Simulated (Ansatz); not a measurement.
Reaction (ligand exchange at the Si–C bond): `O/C([SiH3])=C/[SiH3]` + `[OH][Al]([OH])[Cl]` → `[OH][Al]([Cl])[O][SiH3]` + `O/C=C/[SiH3]`

Computed with Ansatz on PBE0-D4/def2-TZVP structures; ΔE is electronic, products minus reactants. CBS: MP2 limit from def2 TZ/QZ plus the TZ coupled-cluster correction, frozen cores. This one scheme is used for every species. Double bonds are as drawn, so ΔE can hold a change between cis and trans. Functionals use def2-TZVPP. HSE06 is defined as in plane-wave codes. One conformer a species, not always the lowest.

CCSD(T)/CBS gives -123.6 kJ/mol.

(1) Another level gave -130.2 kJ/mol. Which?
A. B2PLYP/def2-TZVPP
B. HSE06-D4/def2-TZVPP
C. HF/def2-TZVPP
D. MP2/def2-TZVPP

Largest T1 diagnostic among the species: 0.013.

Answers

(1) A. B2PLYP -130.2, MP2/def2-TZVPP -125.8, HF/def2-TZVPP -158.2, HSE06-D4 -115.3 kJ/mol.

From PBE to PBE0 (25 % exact exchange), in def2-TZVPP and without D4, ΔE moves by −9.1 kJ/mol. Leaving LDA and LC-ωPBE aside and taking each functional with its dispersion term where it has one, the values, not all of them listed here, spread over 33.6 kJ/mol, from BHLYP-D4 to revPBE-D4. LDA lies +5.4 kJ/mol from PBE without D4. The D4 term adds +7.3 kJ/mol with B3LYP and +3.8 kJ/mol with PBE0; it sums over pairs of atoms, weighted by their polarisabilities, and B3LYP, whose exchange is more repulsive, gets the larger term.

B3LYP here is the variant with VWN-RPA as its local correlation; programs differ in this.
